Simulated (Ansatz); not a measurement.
Basis sets compared for the cluster Li₇⁺. Charge 1, multiplicity 1. Geometry PBE/def2-TZVP. Ansatz on 4 threads of Arm Neoverse V1 on a shared host; times are rough, and most runs start from earlier orbitals.

```xyz
7

Li    1.5791   -2.2199    0.3120
Li   -1.6398   -2.1937    0.1372
Li    0.0376    2.7274   -0.2775
Li    0.0680   -0.1303   -1.2721
Li   -0.0680    0.1304    1.2721
Li   -2.5922    0.8646   -0.2275
Li    2.6153    0.8216    0.0558
```

The restricted singlet is unstable towards broken spin symmetry in Hartree–Fock (as tested in another run); at PBE/def2-SVP, PBE/def2-TZVP, PBE0/def2-SVP, PBE0/def2-TZVP this wasn't settled. The structure comes from a short search, and lower isomers may exist.

```json
{"level": "PBE/def2-SVP", "functions": "63", "energy (Eh)": "-52.2684", "HOMO (eV)": "-6.61", "LUMO (eV)": "-5.51", "wall time": "0.7 s"}
{"level": "PBE0/def2-SVP", "functions": "63", "energy (Eh)": "-52.3000", "HOMO (eV)": "-7.12", "LUMO (eV)": "-4.93", "wall time": "0.7 s"}
```

Task: Estimate the rows for PBE/def2-TZVP, PBE0/def2-TZVP (with forces).

Result: 
```csv
level,functions,energy (Eh),HOMO (eV),LUMO (eV),wall time
PBE/def2-TZVP,98,-52.3107,-6.74,-5.61,0.7 s
PBE0/def2-TZVP (with forces),98,-52.3407,-7.25,-5.05,1.3 s
```
